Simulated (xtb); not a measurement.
methanethiol (CH4S), singlet, from a rough starting geometry; GFN2-xTB (xtb).

The xtb input:
```
$ xtb mol.xyz --gfn 2 --opt vtight --json

# file mol.xyz
6

C     -0.20765627     0.42728651    -0.03196872
S     -0.18473093    -1.31434662    -0.02766722
H      1.12080684    -1.50770332    -0.02088064
H     -1.17623327     0.72993797    -0.01869152
H      0.27866925     0.91643161     0.88913548
H      0.27053453     0.89410094    -0.84174684
```

It wrote (shortened):

```
   ID    Z sym.   atoms
    1    6 C      1
    2   16 S      2
    3    1 H      3-6

           -------------------------------------------------
          |                Calculation Setup                |
           -------------------------------------------------

           -------------------------------------------------
          |                 G F N 2 - x T B                 |
           -------------------------------------------------

          ...................................................
          :                      SETUP                      :
          :.................................................:
          :  # basis functions                  18          :
          :  # atomic orbitals                  17          :
          :  # shells                            9          :
          :  # electrons                        14          :
          :  max. iterations                   250          :
          :  Hamiltonian                  GFN2-xTB          :
          :  restarted?                      false          :
          :  GBSA solvation                  false          :
          :  PC potential                    false          :
          :  electronic temp.          300.0000000     K    :
          :  accuracy                    1.0000000          :
          :  -> integral cutoff          0.2500000E+02      :
          :  -> integral neglect         0.1000000E-07      :
          :  -> SCF convergence          0.1000000E-05 Eh   :
          :  -> wf. convergence          0.1000000E-03 e    :
          :  Broyden damping             0.4000000          :
          :  net charge                          0          :
          :  unpaired electrons                  0          :
          ...................................................

 iter      E             dE          RMSdq      gap      omega  full diag
   1     -7.4742806 -0.747428E+01  0.526E+00    5.56       0.0  T
   2     -7.4868645 -0.125839E-01  0.299E+00    5.13       1.0  T
   3     -7.4874496 -0.585071E-03  0.801E-01    4.89       1.0  T
   4     -7.4876659 -0.216324E-03  0.407E-01    4.84       1.0  T
   5     -7.4876742 -0.829456E-05  0.726E-02    4.84       1.0  T
   6     -7.4876744 -0.154260E-06  0.159E-02    4.84       2.6  T
   7     -7.4876747 -0.317730E-06  0.721E-03    4.84       5.7  T
   8     -7.4876747 -0.526166E-08  0.122E-03    4.84      33.5  T
   9     -7.4876747 -0.288947E-09  0.460E-04    4.84      88.7  T
  10     -7.4876747 -0.437608E-09  0.107E-04    4.84     382.4  T

   *** convergence criteria satisfied after 10 iterations ***

         :::::::::::::::::::::::::::::::::::::::::::::::::::::
         ::                     SUMMARY                     ::
         :::::::::::::::::::::::::::::::::::::::::::::::::::::
         :: total energy              -7.401358088914 Eh    ::
         :: gradient norm              0.106686667162 Eh/a0 ::
         :: HOMO-LUMO gap              4.839903067971 eV    ::
         ::.................................................::
         :: SCC energy                -7.487674606549 Eh    ::
         :: -> isotropic ES            0.004161032689 Eh    ::
         :: -> anisotropic ES          0.001424264414 Eh    ::
         :: -> anisotropic XC          0.005199029604 Eh    ::
         :: -> dispersion             -0.001806244852 Eh    ::
         :: repulsion energy           0.086316517635 Eh    ::
         :: add. restraining           0.000000000000 Eh    ::
         :: total charge              -0.000000000000 e     ::
         :::::::::::::::::::::::::::::::::::::::::::::::::::::

      -----------------------------------------------------------
     |                   =====================                   |
     |                        A N C O P T                        |
     |                   =====================                   |
     |               Approximate Normal Coordinate               |
     |                Rational Function Optimizer                |
      -----------------------------------------------------------
      -----------------------------------------------------------
     |                   =====================                   |
     |                        A N C O P T                        |
     |                   =====================                   |
     |               Approximate Normal Coordinate               |
     |                Rational Function Optimizer                |
      -----------------------------------------------------------

          ...................................................
          :                      SETUP                      :
          :.................................................:
          :   optimization level         verytight          :
          :   max. optcycles                   200          :
          :   ANC micro-cycles                  20          :
          :   degrees of freedom                12          :
          :.................................................:
          :   RF solver                   davidson          :
          :   write xtbopt.log                true          :
          :   linear?                        false          :
          :   energy convergence         0.1000000E-06 Eh   :
          :   grad. convergence          0.2000000E-03 Eh/α :
          :   maxmium RF displ.          1.0000000          :
          :   Hlow (freq-cutoff)         0.1000000E-01      :
          :   Hmax (freq-cutoff)         5.0000000          :
          :   S6 in model hess.         20.0000000          :
          ...................................................

generating ANC from exact Hessian ...
Using Lindh-Hessian (1995)
 Shifting diagonal of input Hessian by    0.0000000000000000
 Lowest  eigenvalues of input Hessian
    0.000000    0.000000    0.000000    0.000000    0.000000    0.000000
    0.014660    0.033371    0.079550    0.104971    0.115206    0.147117
[...]
 * total energy  :    -7.4013581 Eh     change       -0.5917933E-11 Eh
 * total energy  :    -7.4100673 Eh     change       -0.8709236E-02 Eh
 * total energy  :    -7.4115864 Eh     change       -0.1519094E-02 Eh
 * total energy  :    -7.4117577 Eh     change       -0.1712680E-03 Eh
 * total energy  :    -7.4118171 Eh     change       -0.5936728E-04 Eh
 * total energy  :    -7.4118219 Eh     change       -0.4808260E-05 Eh
 * total energy  :    -7.4118224 Eh     change       -0.5830104E-06 Eh
 * total energy  :    -7.4118225 Eh     change       -0.7982026E-07 Eh
   *** GEOMETRY OPTIMIZATION CONVERGED AFTER 8 ITERATIONS ***
[...]
          :  electronic temp.          300.0000000     K    :
          :  accuracy                    1.0000000          :
          :  -> integral cutoff          0.2500000E+02      :
          :  -> integral neglect         0.1000000E-07      :
          :  -> SCF convergence          0.1000000E-05 Eh   :
          :  -> wf. convergence          0.1000000E-03 e    :
          :  Broyden damping             0.4000000          :
          :  net charge                          0          :
          :  unpaired electrons                  0          :
          ...................................................

 iter      E             dE          RMSdq      gap      omega  full diag
   1     -7.4809156 -0.748092E+01  0.247E-05    4.57       0.0  T
   2     -7.4809156 -0.107470E-12  0.127E-05    4.57    3203.5  T
   3     -7.4809156 -0.355271E-14  0.587E-06    4.57    6959.4  T

   *** convergence criteria satisfied after 3 iterations ***

         :::::::::::::::::::::::::::::::::::::::::::::::::::::
         ::                     SUMMARY                     ::
         :::::::::::::::::::::::::::::::::::::::::::::::::::::
         :: total energy              -7.411822525660 Eh    ::
         :: gradient norm              0.000052533514 Eh/a0 ::
         :: HOMO-LUMO gap              4.568839486139 eV    ::
         ::.................................................::
         :: SCC energy                -7.480915536961 Eh    ::
         :: -> isotropic ES            0.004629795379 Eh    ::
         :: -> anisotropic ES          0.001101605652 Eh    ::
         :: -> anisotropic XC          0.006013052853 Eh    ::
         :: -> dispersion             -0.001787461651 Eh    ::
         :: repulsion energy           0.069093011301 Eh    ::
         :: add. restraining           0.000000000000 Eh    ::
         :: total charge               0.000000000000 e     ::
         :::::::::::::::::::::::::::::::::::::::::::::::::::::

           -------------------------------------------------
          |                Property Printout                |
           -------------------------------------------------

    * Orbital Energies and Occupations

         #    Occupation            Energy/Eh            Energy/eV
      -------------------------------------------------------------
         1        2.0000           -0.7137955             -19.4234
         2        2.0000           -0.6100901             -16.6014
         3        2.0000           -0.5195829             -14.1386
         4        2.0000           -0.5073813             -13.8065
         5        2.0000           -0.4836045             -13.1595
         6        2.0000           -0.4623727             -12.5818
         7        2.0000           -0.3717026             -10.1145 (HOMO)
         8                         -0.2038008              -5.5457 (LUMO)
         9                         -0.1199676              -3.2645
        10                         -0.0108764              -0.2960
        11                         -0.0100349              -0.2731
        12                          0.0082972               0.2258
        13                          0.1260930               3.4312
        14                          0.2049828               5.5779
        15                          0.2237604               6.0888
        16                          0.2317268               6.3056
        17                          0.5289705              14.3940
      -------------------------------------------------------------
                  HL-Gap            0.1679018 Eh            4.5688 eV
             Fermi-level           -0.2877517 Eh           -7.8301 eV

     #   Z          covCN         q      C6AA      α(0)
     1   6 C        3.744    -0.044    21.438     6.605
     2  16 S        1.892    -0.282   153.229    20.834
     3   1 H        0.923     0.159     1.334     1.806
     4   1 H        0.925     0.061     2.192     2.315
     5   1 H        0.925     0.053     2.278     2.360
     6   1 H        0.925     0.053     2.278     2.360

 Mol. C6AA /au·bohr⁶  :        511.567636
 Mol. C8AA /au·bohr⁸  :      17146.495412
 Mol. α(0) /au        :         36.281104

Wiberg/Mayer (AO) data.
largest (>0.10) Wiberg bond orders for each atom

 ---------------------------------------------------------------------------
     #   Z sym  total        # sym  WBO       # sym  WBO       # sym  WBO
 ---------------------------------------------------------------------------
     1   6 C    3.977 --     2 S    1.016     5 H    0.986     6 H    0.986
                             4 H    0.984
     2  16 S    2.010 --     1 C    1.016     3 H    0.965
     3   1 H    0.975 --     2 S    0.965
     4   1 H    0.996 --     1 C    0.984
     5   1 H    0.997 --     1 C    0.986
     6   1 H    0.997 --     1 C    0.986
 ---------------------------------------------------------------------------

Topologies differ in total number of bonds
Writing topology from bond orders to xtbtopo.mol

molecular dipole:
                 x           y           z       tot (Debye)
 q only:        0.373       0.493       0.008
   full:        0.497       0.775       0.012       2.341
molecular quadrupole (traceless):
                xx          xy          yy          xz          yz          zz
 q only:        1.019      -1.949      -0.896      -0.019      -0.038      -0.124
  q+dip:        2.336      -2.577      -3.218      -0.026      -0.085       0.883
   full:        2.456      -2.739      -2.401      -0.018      -0.068      -0.055

optimized geometry written to: xtbopt.xyz

           -------------------------------------------------
          | TOTAL ENERGY               -7.411822525660 Eh   |
          | GRADIENT NORM               0.000052533514 Eh/α |
          | HOMO-LUMO GAP               4.568839486139 eV   |
           -------------------------------------------------

normal termination of xtb
```
